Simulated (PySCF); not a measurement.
One of the candidates below gave these computed data.

All candidates are C6H5FSi.

| technique | computed result |
| --- | --- |
| Rotational structure | rotational constants A, B, C: 2.421, 1.469, 1.057 GHz [GFN2-xTB] |
| 13C NMR | chemical shifts (computed TMS as zero) by class: 187.8 (1 C), 155.3 (1 C), 130.6 (1 C), 122.1 (1 C), 105.5 (1 C), 82.1 (1 C) ppm [GIAO PBE0/pcSseg-1] |
| NMR, other nuclei | isotropic shieldings of nuclei other than C and H, by class: 291 (1 F), 413 (1 Si) ppm [GIAO PBE0/pcSseg-1] |
| 1H NMR | chemical shifts (computed TMS as zero) by class: 7.06 (1 H), 6.40 (1 H), 5.53 (1 H), 4.87 (1 H), 1.97 (1 H) ppm [GIAO PBE0/pcSseg-1] |
| Dipole | 1.57 D [wB97X-D/def2-SVPD] |
| Triplet | lowest triplet excitation (Tamm–Dancoff): 2.55 eV [TDA wB97X-D/def2-SVPD] |

The electronic properties come from PySCF, for the isolated species, density fitting. Levels stand in brackets. Geometry: GFN2-xTB; no solvent, vibrations or thermal averaging. NMR classes are plain means over equivalent atoms (diastereotopic ones count apart unless rotation or inversion swaps them), as if these changed places fast.

Question: Which candidate is it?
A. `C#CC1=C(F)[SiH2]C=C1`
B. `C#CC1=C[SiH2]C=C1F`
C. `C#C[C@@H]1[C@@H](F)[Si@@H]1C#C`
D. `C#C[Si@@H]1C=CC=C1F`
E. `C#C[C@@H]1[C@@H](F)[Si@H]1C#C`

Answer: D. It is `C#C[Si@@H]1C=CC=C1F`. Numbering: `[CH:1]#[C:2][Si@@H:3]1[CH:4]=[CH:5][CH:6]=[C:7]1[F:8]`. Its formula, C6H5FSi, gives 5 degrees of unsaturation: 1 ring and 4 π bonds in the structure found. 6 carbons fall into 6 classes; from least to most shielded: vinylic C–F carbon [C7] (187.8 ppm), alkene CH carbon [C5] (155.3 ppm), alkene CH carbon [C6] (130.6 ppm), alkene CH carbon [C4] (122.1 ppm), terminal alkyne carbon [C1] (105.5 ppm), alkyne carbon [C2] (82.1 ppm). Hydrogen classes from least to most shielded: 1 H on an alkene CH carbon, C5 (7.06 ppm), 1 H on an alkene CH carbon, C6 (6.40 ppm), 1 H on an alkene CH carbon, C4 (5.53 ppm), 1 H on an SiH silicon, Si3 (4.87 ppm), 1 H on a terminal alkyne carbon, C1 (1.97 ppm). The other shieldings belong to: 291 ppm, vinyl fluorine [F8]; 413 ppm, SiH silicon [Si3]. The optimised geometry has point group C1 and is an asymmetric top.

The others, at the same levels:
- `C#CC1=C[SiH2]C=C1F` fails: its computed 13C shifts are 178.1 (1 C), 146.5 (1 C), 143.8 (1 C), 99.7 (1 C), 95.1 (1 C), 82.5 (1 C) ppm, 1H shifts are 6.83 (1 H), 5.17 (1 H), 4.64 (2 H), 3.08 (1 H) ppm and rotational constant A is 3.118 GHz (against 2.421 GHz).
- `C#C[C@@H]1[C@@H](F)[Si@H]1C#C` fails: its computed 13C shifts are 105.4 (1 C), 86.2 (1 C), 86.2 (1 C), 80.9 (1 C), 73.1 (1 C), 13.8 (1 C) ppm, 1H shifts are 5.18 (1 H), 3.59 (1 H), 2.25 (1 H), 1.86 (1 H), 1.38 (1 H) ppm and lowest triplet excitation (Tamm–Dancoff) is 4.29 eV (against 2.55 eV).
- `C#C[C@@H]1[C@@H](F)[Si@@H]1C#C` fails: its computed 13C shifts are 105.5 (1 C), 87.0 (1 C), 85.3 (1 C), 81.2 (1 C), 74.2 (1 C), 13.5 (1 C) ppm, 1H shifts are 5.34 (1 H), 3.92 (1 H), 2.07 (1 H), 1.85 (1 H), 1.47 (1 H) ppm and lowest triplet excitation (Tamm–Dancoff) is 4.31 eV (against 2.55 eV).
- `C#CC1=C(F)[SiH2]C=C1` fails: its computed 13C shifts are 194.8 (1 C), 158.3 (1 C), 124.5 (1 C), 120.5 (1 C), 96.9 (1 C), 80.8 (1 C) ppm, 1H shifts are 7.04 (1 H), 5.63 (1 H), 4.66 (2 H), 3.21 (1 H) ppm and rotational constant A is 3.071 GHz (against 2.421 GHz).
